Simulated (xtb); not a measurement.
xtb input (GFN1-xTB):

```bash
xtb mol.xyz --gfn 1 --sp --chrg 0 --uhf 0
```
mol.xyz:
```
17

C      3.04448418     0.17450908     0.06909008
S      1.66547981     0.80666819     1.10021814
Si    -0.00709524    -0.01860992     0.09814108
Cl     0.14082833     0.36937506    -1.94793233
S     -0.05715307    -2.11025938     0.42255815
C     -1.34383709    -2.62512790    -0.77904823
S     -1.78056701     0.85182657     0.85964477
C     -1.66229598     2.55120898     0.17948696
H      2.97937278     0.57630399    -0.93865333
H      3.03585608    -0.91221115     0.04255070
H      3.96088711     0.51931716     0.54324474
H     -1.46875651    -3.69797072    -0.64899822
H     -2.28488442    -2.12203158    -0.57153043
H     -1.02004630    -2.41410011    -1.79484950
H     -1.69616189     2.52804385    -0.90658021
H     -0.75014816     3.03640265     0.51758917
H     -2.52512941     3.09210183     0.56219180
```

End of the output:

```
         :::::::::::::::::::::::::::::::::::::::::::::::::::::
         ::                     SUMMARY                     ::
         :::::::::::::::::::::::::::::::::::::::::::::::::::::
         :: total energy             -28.579425819065 Eh    ::
         :: gradient norm              0.015295187727 Eh/a0 ::
         :: HOMO-LUMO gap              5.468257535011 eV    ::
         ::.................................................::
         :: SCC energy               -28.786217495649 Eh    ::
         :: -> electrostatic           0.011042513748 Eh    ::
         :: repulsion energy           0.217673683179 Eh    ::
         :: dispersion energy         -0.010882006596 Eh    ::
         :: halogen bond corr.         0.000000000000 Eh    ::
         :: add. restraining           0.000000000000 Eh    ::
         :: total charge               0.000000000000 e     ::
         :::::::::::::::::::::::::::::::::::::::::::::::::::::

           -------------------------------------------------
          |                Property Printout                |
           -------------------------------------------------

    * Orbital Energies and Occupations

         #    Occupation            Energy/Eh            Energy/eV
      -------------------------------------------------------------
         1        2.0000           -0.8975733             -24.4242
       ...           ...                  ...                  ...
        13        2.0000           -0.5288373             -14.3904
        14        2.0000           -0.5174152             -14.0796
        15        2.0000           -0.4970193             -13.5246
        16        2.0000           -0.4950090             -13.4699
        17        2.0000           -0.4950090             -13.4699
        18        2.0000           -0.4724613             -12.8563
        19        2.0000           -0.4724613             -12.8563
        20        2.0000           -0.4576677             -12.4538
        21        2.0000           -0.4265587             -11.6073
        22        2.0000           -0.4265587             -11.6073
        23        2.0000           -0.4055558             -11.0357
        24        2.0000           -0.4042673             -11.0007
        25        2.0000           -0.4042673             -11.0007 (HOMO)
        26                         -0.2033125              -5.5324 (LUMO)
        27                         -0.2033125              -5.5324
        28                         -0.1948307              -5.3016
        29                         -0.1387943              -3.7768
        30                         -0.1244735              -3.3871
        31                         -0.1178511              -3.2069
        32                         -0.1178511              -3.2069
        33                         -0.1045212              -2.8442
        34                         -0.1045212              -2.8442
        35                         -0.0988438              -2.6897
        36                         -0.0642366              -1.7480
       ...                                ...                  ...
        75                          1.0554469              28.7202
      -------------------------------------------------------------
                  HL-Gap            0.2009548 Eh            5.4683 eV
             Fermi-level           -0.3037899 Eh           -8.2665 eV

  Mulliken/CM5 charges         n(s)   n(p)   n(d)
     1C    -0.01118 -0.14283   1.011  3.000  0.000
     2S    -0.14535 -0.14434   1.898  4.257 -0.010
     3Si    0.36677  0.23542   1.094  1.464  1.075
     4Cl   -0.18207 -0.14421   1.899  5.292 -0.009
     5S    -0.14535 -0.14434   1.898  4.257 -0.010
     6C    -0.01118 -0.14283   1.011  3.000  0.000
     7S    -0.14535 -0.14434   1.898  4.257 -0.010
     8C    -0.01118 -0.14283   1.011  3.000  0.000
     9H     0.03211  0.08649   0.968  0.000  0.000
    10H     0.03248  0.08673   0.968  0.000  0.000
    11H     0.03037  0.08356   0.970  0.000  0.000
    12H     0.03037  0.08356   0.970  0.000  0.000
    13H     0.03248  0.08673   0.968  0.000  0.000
    14H     0.03211  0.08649   0.968  0.000  0.000
    15H     0.03211  0.08649   0.968  0.000  0.000
    16H     0.03248  0.08673   0.968  0.000  0.000
    17H     0.03037  0.08356   0.970  0.000  0.000

Wiberg/Mayer (AO) data.
largest (>0.10) Wiberg bond orders for each atom

 ---------------------------------------------------------------------------
     #   Z sym  total        # sym  WBO       # sym  WBO       # sym  WBO
 ---------------------------------------------------------------------------
     1   6 C    3.983 --    10 H    0.992    11 H    0.992     9 H    0.992
                             2 S    0.941
     2  16 S    2.329 --     3 Si   1.245     1 C    0.941
     3  14 Si   5.103 --     7 S    1.245     5 S    1.245     2 S    1.245
                             4 Cl   1.191
     4  17 Cl   1.333 --     3 Si   1.191
     5  16 S    2.329 --     3 Si   1.245     6 C    0.941
     6   6 C    3.983 --    13 H    0.992    12 H    0.992    14 H    0.992
                             5 S    0.941
     7  16 S    2.329 --     3 Si   1.245     8 C    0.941
     8   6 C    3.983 --    16 H    0.992    17 H    0.992    15 H    0.992
                             7 S    0.941
     9   1 H    1.014 --     1 C    0.992
    10   1 H    1.012 --     1 C    0.992
    11   1 H    1.014 --     1 C    0.992
    12   1 H    1.014 --     6 C    0.992
    13   1 H    1.012 --     6 C    0.992
    14   1 H    1.014 --     6 C    0.992
    15   1 H    1.014 --     8 C    0.992
    16   1 H    1.012 --     8 C    0.992
    17   1 H    1.014 --     8 C    0.992
 ---------------------------------------------------------------------------

Topologies differ in total number of bonds
Writing topology from bond orders to xtbtopo.mol

 dipole moment from electron density (au)
     X       Y       Z
   0.0189   0.0496  -0.2614  total (Debye):    0.678

           -------------------------------------------------
          | TOTAL ENERGY              -28.579425819065 Eh   |
          | GRADIENT NORM               0.015295187727 Eh/α |
          | HOMO-LUMO GAP               5.468257535011 eV   |
           -------------------------------------------------

------------------------------------------------------------------------
Note: The following floating-point exceptions are signalling: IEEE_DENORMAL
normal termination of xtb
------------------------------------------------------------------------
 total:
 SCF:
```
